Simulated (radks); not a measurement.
Results of a calculation; reference values are marked as such.
Neutral promethium inside a hard spherical wall (all orbitals vanish at R), configuration held at [Xe] 4f5 6s2 and not refilled when levels cross. Level of theory: scalar-relativistic Kohn-Sham, r2SCAN, spin-polarised, spherical densities, finite nucleus; open shells are filled with parallel spins first (spin-orbit coupling, left out, can overturn this in heavy ions); meta-GGA in the generalised Kohn-Sham scheme; Fermi nuclear charge, rms radius 4.962 fm (a radial shooting solver on a logarithmic mesh with Libxc functionals). Eigenvalues in eV for spin up, with the zero of energy where the potential of the charges vanishes at infinity; a dash marks a level that is unbound or too diffuse for the functional's potential to be trusted. A positive occupied level is held by the wall or, in an anion where self-interaction has pushed it up, behind a barrier. The pressure on the wall is -dE/dV.

R (bohr)  E (hartree)  kinetic (hartree)    e(5s)    e(5p)   e(6s)   e(4f)  e(5d, empty)  e(6p, empty)  pressure (GPa)
free      -10021.2526          10688.098  -44.166  -24.225  -3.725  -3.310             -             -               0
12        -10021.2520          10688.104  -44.114  -24.173  -3.687  -3.258        -1.880        -1.044         0.00942
8         -10021.2280          10688.252  -43.287  -23.361  -2.965  -2.442        -1.158         0.239           0.803
7         -10021.1927          10688.416  -42.601  -22.696  -2.191  -1.760        -0.520         1.526            2.53
3.5       -10019.1833          10695.960  -31.798  -12.200  25.562  10.511        13.502        38.985             534
2          -9995.7989          10771.129   24.634   53.458  218.76  67.222        101.10        253.39           31300
